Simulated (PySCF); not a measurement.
C4H11Al, SMILES CCC[CH2][AlH2], singlet at its GFN2-xTB optimised geometry (Å):

```
16

Al    -2.3923    -0.8325     0.0000
H     -3.3392    -2.0589    -0.0255
H     -3.1256     0.5373     0.0000
C     -0.3946    -0.8325     0.0000
C     -0.0443     0.6541    -0.2167
C      1.4436     0.9747    -0.0671
C      2.3019     0.3276    -1.1485
H      0.0708    -1.1729     0.9370
H      0.0675    -1.4422    -0.7871
H     -0.3828     0.9632    -1.2124
H     -0.6080     1.2600     0.5056
H      1.5761     2.0589    -0.1124
H      1.7867     0.6406     0.9153
H      1.9554     0.6230    -2.1370
H      2.2660    -0.7569    -1.0806
H      3.3392     0.6374    -1.0426
```

Computed with B3LYP/def2-TZVP run with PySCF.

Map of the electron localisation function on the plane z = 1.2 Å:

```
|                             |
|                             |
|                             |
|                             |
|                             |
|                             |
|                             |
|                  ..         |
|           =#=    .          |
|     ..   .%@@:   ..         |
|    =##-  :@@@+  .==-.       |
|   -%@@%. .%@@+  *@@@+       |
|   +@@@@=  -##: .%@@@%.      |
|   =%@@@+    .  .%@@@%.      |
|   .+%%#-        -@@@*       |
|    .:-:..:::=+=  .*+.       |
|      .  .+=+%@@#            |
|    :--. .+=*@@@@=           |
|  .=#%%+..--+@@@@*           |
|  :%@@@%- ..:#@@%-           |
|  :%@@@%-    :++-            |
|   *@@@%:                    |
|   .+##+.                    |
|     ..                      |
|                             |
|                             |
|                             |
|                             |
|                             |
```
Scale: ten equal steps from 0.000 (start of ' ') to 0.999 (end of '@'), in the order ' .:-=+*#%@'; x runs from -5.50 to 5.50, y from -5.50 (bottom) to 5.50 (top).
